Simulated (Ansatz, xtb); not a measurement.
**C7H9S+: which of two isomers lies lower**

Structure I: `CCc1cc[s+]cc1`, a singlet. Structure II: `CCc1cccc[s+]1`, a singlet. Both are isolated ions in the gas phase, relaxed with PBE-D3(BJ)/def2-SVP; the shapes shown needn't be the lowest conformers.

I (Å):

```yaml
atoms:
  - { symbol: C, position_ang: [-0.5589, -1.6211, -0.7668] }
  - { symbol: C, position_ang: [-0.9750, -0.1418, -0.9438] }
  - { symbol: C, position_ang: [-0.6684, 0.6540, 0.2869] }
  - { symbol: C, position_ang: [0.6020, 1.2695, 0.4335] }
  - { symbol: C, position_ang: [0.9952, 1.9848, 1.5537] }
  - { symbol: C, position_ang: [-1.4188, 1.4142, 2.5235] }
  - { symbol: C, position_ang: [-1.6276, 0.7425, 1.3293] }
  - { symbol: S, position_ang: [0.0195, 2.2350, 2.9293] }
  - { symbol: H, position_ang: [0.5284, -1.7161, -0.5765] }
  - { symbol: H, position_ang: [-1.1000, -2.0963, 0.0750] }
  - { symbol: H, position_ang: [-0.7975, -2.1821, -1.6905] }
  - { symbol: H, position_ang: [-2.0611, -0.0852, -1.1603] }
  - { symbol: H, position_ang: [-0.4372, 0.2940, -1.8102] }
  - { symbol: H, position_ang: [1.3269, 1.1855, -0.3921] }
  - { symbol: H, position_ang: [1.9904, 2.4534, 1.6261] }
  - { symbol: H, position_ang: [-2.1930, 1.4647, 3.3068] }
  - { symbol: H, position_ang: [-2.6061, 0.2560, 1.1879] }
```

II (Å):

```xyz
17

C     2.5645   -0.6045   -1.3244
C     1.1004   -0.2178   -1.6194
C     0.1283   -1.1931   -1.0210
C    -0.1832   -1.2290    0.3456
C    -1.0483   -2.1614    0.9347
C    -1.7041   -3.1776    0.2084
C    -1.5422   -3.3305   -1.1600
S    -0.5490   -2.3284   -2.1187
H     2.7638   -0.6504   -0.2356
H     2.8160   -1.5886   -1.7661
H     3.2390    0.1548   -1.7641
H     0.9384   -0.1403   -2.7142
H     0.8776    0.7825   -1.1906
H     0.2855   -0.4627    0.9840
H    -1.2274   -2.0945    2.0190
H    -2.3723   -3.8770    0.7339
H    -2.0593   -4.1182   -1.7325
```

Which of the two would you expect CCSD(T)/def2-SVP + ΔMP2/def2-TZVPP electronic energies to favour?

Too close to call at this level: CCSD(T)/def2-SVP + ΔMP2/def2-TZVPP gives E(II) − E(I) = −0.34 kcal/mol.

Level by level:

```tsv
level	geometry	E(II) − E(I) (kcal/mol)	departure from the last row (kcal/mol)	job, with rough time for the two
GFN2-xTB	GFN2-xTB	+0.35	+0.69	optimisation, 0.17 s
HF/STO-3G	GFN2-xTB	+0.70	+1.04	single point, 0.52 s
r2SCAN-D4/def2-SVP	GFN2-xTB	−0.65	−0.31	single point, 5.3 s
PBE-D3(BJ)/def2-SVP	PBE-D3(BJ)/def2-SVP	−0.71	−0.37	optimisation, 29 s
HF/def2-SVP	PBE-D3(BJ)/def2-SVP	−0.25	+0.09	part of the CCSD(T) run
MP2/def2-SVP	PBE-D3(BJ)/def2-SVP	−1.03	−0.69	part of the CCSD(T) run
CCSD(T)/def2-SVP	PBE-D3(BJ)/def2-SVP	−0.67	−0.33	single point
CCSD(T)/def2-SVP + ΔMP2/def2-TZVPP	PBE-D3(BJ)/def2-SVP	−0.34		single point, 2.5 min
```

As drawn, both hold the same kinds of bond in the same numbers.

The largest departure from CCSD(T)/def2-SVP + ΔMP2/def2-TZVPP is that of HF/STO-3G, 1.04 kcal/mol. The last row adds to CCSD(T) the change of the MP2 difference between the two basis sets, here +0.33 kcal/mol.

With thermal terms from frequencies at re-optimised GFN2-xTB minima (ideal gas, soft modes damped towards free rotors, one conformer each, 298.15 K, 1 atm): the zero-point term adds −0.04 kcal/mol; ΔH is −0.35 and ΔG −0.37 kcal/mol.

The correlated steps freeze 12 core orbitals. Programs: Ansatz 0.2.0, xtb 6.7.1; the last row on 4 threads of Arm Neoverse V1 on a shared host.
